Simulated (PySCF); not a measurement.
# Correlation energy of Se⁺ (selenium, charge +1)

[Ar] 3d10 4s2 4p3, high-spin 4S determinant. All numbers are calculated (PySCF 2.14, the spin-free X2C one-electron Hamiltonian (Gaussian nucleus), in cc-pVDZ-DK). Frozen: [Ar] 3d10; 5 electrons correlated.

MP2 pair energies summed by pair of shells (mhartree):

```csv
pair,energy,share (%)
4s-4p,-36.71,65.3
4p-4p,-13.12,23.3
4s-4s,-6.38,11.3
```

Total MP2 correlation energy: -56.21 mhartree.

Same-spin part -15.07 and opposite-spin part -41.14 mhartree; SCS-MP2 scales them by 1/3 and 6/5 to -54.39 mhartree.

| level | correlation energy (mhartree) |
| --- | --- |
| CCSD | -70.88 |
| (T) | -0.62 |
| CCSD(T) | -71.50 |

Diagnostics: T1 = 0.0012, D1 = 0.0033, largest double amplitude 0.057.

Is a single reference adequate?

Yes, within this model without spin-orbit coupling: T1 lies below 0.03 and no double amplitude reaches 0.07.
